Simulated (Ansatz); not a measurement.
Input for Ansatz (development build ahead of 0.2.0):

```yaml
crystal:
  periodic: [false, false, false]
  atoms:
    - { symbol: "N", position_ang: [0.00423, -0.00189, -1.42493] }
    - { symbol: H, position_ang: [0.94888, 0.00895, -1.80996] }
    - { symbol: H, position_ang: [-0.47756, 0.82134, -1.80398] }
    - { symbol: H, position_ang: [-0.47272, -0.82481, -1.80443] }
    - { symbol: Cu, position_ang: [-0.00163, 0.00442, 0.52044] }
basis:
  gaussian: { orbitals: STO-3G }
total_charge: 1
hamiltonian:
  xc: hf
correlation:
  method: mp2
  frozen_orbitals: { Cu: 5, H: 0, "N": 1 }
```

The input is written out in the form of the current development build from the run's settings.

Results

```json
{"Converged": "yes", "Reference energy": "-1675.65295 hartree", "Correlation energy": "-0.10128 hartree", "Total energy": "-1675.75422 hartree", "Spin squared of the determinant": "0.000"}
```
